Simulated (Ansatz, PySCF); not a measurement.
Pair of molecules: CH3F (SMILES CF) (first 5 atoms) with CH3Cl (SMILES CCl); geometry from B3LYP-D3(BJ)/def2-TZVP, rigid monomers moved along the line of their centres of mass till F2···H8 is 2.12 Å.
(charge 0, multiplicity 1):
```xyz
10

C     -0.5756    -0.1275    -0.2677
F      0.3347    -1.1337     0.0647
H     -1.4461    -0.5905    -0.7330
H     -0.8613     0.3941     0.6447
H     -0.0928     0.5570    -0.9655
C      0.7050    -0.9643     3.1770
Cl    -0.4492     0.4129     3.2896
H      0.7798    -1.2558     2.1348
H      1.6645    -0.6285     3.5580
H      0.3159    -1.7771     3.7824
```

Interaction energies are E(AB) − E(A) − E(B) at the monomers' geometry in the complex; basis-set methods are counterpoise corrected. Rows marked so take none.

Rows in 6-31G* carry no dispersion term and start afresh at each structure (6-31G* with six Cartesian d functions).

Programs: Ansatz (Gaussian orbitals); PySCF for 6-31G* rows, the dispersion terms. Values without a source in brackets are computed.

### Question
One of these levels gives 16.8 meV for the interaction energy. Name it.
A. M06-2X/6-31G* (no counterpoise)
B. HF/6-31G* (no counterpoise)
C. HF/6-31G*
D. r2SCAN-D3(BJ)/def2-TZVPPD

### Answer
C, HF/6-31G*. The others give -45.4 (HF/6-31G* (no counterpoise)), -77.7 (r2SCAN-D3(BJ)/def2-TZVPPD), -167.3 (M06-2X/6-31G* (no counterpoise))

Ansatz is a quantum-chemistry and plane-wave program.
